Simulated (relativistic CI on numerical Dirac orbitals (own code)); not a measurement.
Cr⁺ in a cubic cluster: 3p photoemission with charge transfer

Computed with a charge-transfer multiplet model of a cubic metal-ligand cluster with up to one ligand hole, Slater and spin-orbit integrals from Dirac-Coulomb-Breit ions, Slater integrals scaled by 0.7. The ground state mixes d5 with configurations of k ligand holes L, whose averages lie at kΔ + k(k − 1)U_dd/2; a core hole lowers each added d electron by U_cd. 300 K, Lorentzian 0.9 eV and Gaussian 0.8 eV FWHM.

Atomic integrals in eV (Slater integrals scaled, ζ unscaled), ground: F2dd 5.807, F4dd 3.572, zeta_d 0.022; with the core hole: F2dd 6.821, F4dd 4.241, zeta_d 0.028, zeta_core 0.660, F2cd 7.635, G1cd 9.513, G3cd 5.735.

Cluster parameters (eV): U_dd = 5, U_cd = 6.3, 10Dq = 0.3, 10Dq(ligand) = 0.8, V(eg) = 2.3, V(t2g) = -1.25, final-state hopping factor = 0.8.

| Case | n_d | d5 | d6L | S |
| --- | --- | --- | --- | --- |
| Δ = 7.6 eV | 5.12 | 0.88 | 0.12 | 2.50 |
| Δ = 8.6 eV | 5.11 | 0.89 | 0.11 | 2.50 |
| Δ = 10.6 eV | 5.08 | 0.92 | 0.08 | 2.50 |

Weights, n_d and S are thermal averages at 300 K. Binding energies count from the first peak over 30 % of the highest in each spectrum, which can be another peak from case to case. The parameters are a model scan and need not match a compound or its usual spin state. Peaks in eV (height, largest 100):
- Δ = 7.6 eV: 0.0 (100), 6.5 (6), 9.2 (6), 14.4 (40)
- Δ = 8.6 eV: 0.0 (100), 1.8 (32), 9.8 (6), 14.5 (41)
- Δ = 10.6 eV: 0.0 (100), 2.0 (31), 11.3 (8), 14.7 (41)

For the case Δ = 8.6 eV, Δ = 8.6 eV is larger than U_dd = 5 eV, the Mott-Hubbard side of the Zaanen-Sawatzky-Allen scheme. With the core hole the configuration with one ligand hole lies at Δ − U_cd = 1.3, 2.3, 4.3 eV from the one without, in the order of the table; where this is negative the screened configuration lies lower, though the effective hopping of about 3.1 eV (from the holes of the mixed ground state) mixes the two strongly wherever it is as large as the gap.

With at most 1 ligand hole the space is cut while the next configuration still counts, so covalency is underestimated, and a final configuration with one more ligand hole, which can lie low, is missing from the spectra.
